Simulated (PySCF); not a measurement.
33S chemical shifts

Gas phase, one conformer, relativity neglected, equivalent nuclei averaged. Shielding tensors at PBE0/pcSseg-1 (GIAO); structure optimised with GFN2-xTB; PySCF 2.14.

Shieldings were converted by a linear fit to measured shifts: 33S (scatter 33.3 ppm rms vs sulfate, solution or neat liquid). Occasional misses reach two or three times the rms, and more in compound classes unlike the fitted ones.

Q: Give the 33S shifts of `O=C1CCSCC1`, `O=C1CCSCC1`, `C=CCC(=S)OC`.

A: 
| compound | environment | δ (ppm) |
| --- | --- | --- |
| O=C1CCSCC1 | sulfide sulfur | -306 |
| O=C1CCSCC1 | sulfide sulfur | -306 |
| C=CCC(=S)OC | thione sulfur | 98 |

Q: Order these by 33S shift, lowest first.
A. C=C(C)c1cccc(S)c1
B. O=P(O)(O)c1cccs1
C. [SiH3]S[SiH2]N([SiH3])[SiH3]
D. C=CCOC(C)=S
E. O=[S@]1C=CCCC1
F. [Si]=S

A: C (-601 ppm, sulfur bonded to 2 Si), A (-313 ppm, thiol sulfur), B (-97 ppm, aromatic ring sulfur), E (-10 ppm, sulfoxide sulfur), D (117 ppm, thione sulfur), F (374 ppm, sulfur bonded to Si).
